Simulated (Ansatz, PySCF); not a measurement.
H₂I₂O₂Si, SMILES O[Si](O)(I)I.

Coordinates come from a PBE-D3(BJ)/def2-SVP optimisation. The structure was generated by enumeration, and PubChem lists no compound with its InChIKey, so it may never have been made. The def2 effective core potentials stand for the cores of I; spin–orbit coupling is left out. One conformer was computed; it need not be the lowest.

Vertical ionisation energy (IE) and electron affinity (EA) in eV. Rows of orbital energies are one-electron estimates. Where ΔSCF, EOM or ADC give a negative EA the extra electron is unbound and the value depends on the basis.

```json
[
 {"level": "−ε(HOMO), −ε(LUMO), CAM-B3LYP/def2-TZVP (PySCF)", "IE": "8.94", "EA": "0.35"},
 {"level": "−ε(HOMO), −ε(LUMO), PBE/def2-TZVP (PySCF)", "IE": "6.58", "EA": "2.17"},
 {"level": "ΔSCF, PBE/def2-SVPD (Ansatz), final states of multiplicity 2 and 2", "IE": "9.25", "EA": "0.22"}
]
```

What vertical singlet–triplet gap does ΔSCF give with PBE/def2-SVPD (Ansatz, an electronic-structure program)? (An estimate is asked for; the answer gives what the named calculation found.)

4.30 eV (triplet above singlet where positive).
